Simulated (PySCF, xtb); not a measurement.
BH3, SMILES B.

xtb with GFN2-xTB at its own geometry gives an orbital gap of 4.49 eV and a dipole moment of 0.07 D.

The structure is a stationary point at B3LYP-D3(BJ)/def2-TZVPD. The isomer is the one that the SMILES or the coordinates give; other isomers of the formula were not compared.

### Question
What does HF/def2-TZVPD in PySCF give? (Estimate from the structure and the level; the computed values follow.)

### Answer
gap 14.88 eV (levels -13.57 and 1.32 eV), dipole 0.00 D.
